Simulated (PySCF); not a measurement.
How methods differ on the ionisation energy of Ga²⁺

Ga²⁺ [Ar] 3d10 4s1 (2S) → Ga³⁺ [Ar] 3d10 (1S), as a difference of total energies. Calculation: PySCF 2.14, in ANO-RCC-VTZP (6s5p3d1f, 43 functions); scalar relativity by spin-free X2C-1e. Correlated levels: valence and next inner shell: [Ne] frozen. The calculations carry no spin-orbit coupling.

```json
{"method": "UHF", "ionisation energy (eV)": "29.642"}
{"method": "MP2 (valence and next inner shell)", "ionisation energy (eV)": "30.520"}
{"method": "SCS-MP2 (valence and next inner shell)", "ionisation energy (eV)": "30.351"}
{"method": "CCSD (valence and next inner shell)", "ionisation energy (eV)": "30.404"}
{"method": "CCSD(T) (valence and next inner shell)", "ionisation energy (eV)": "30.431"}
```

**Question.** How much does correlation contribute at CCSD(T) (valence and next inner shell)?

**Answer.** 30.431 − (29.642) = 0.789 eV, measured against UHF.

Errors of the correlated levels include the incompleteness of this basis and the frozen core.

For comparison: 30.726 eV (measured; NIST Atomic Spectra Database, ionization energies).
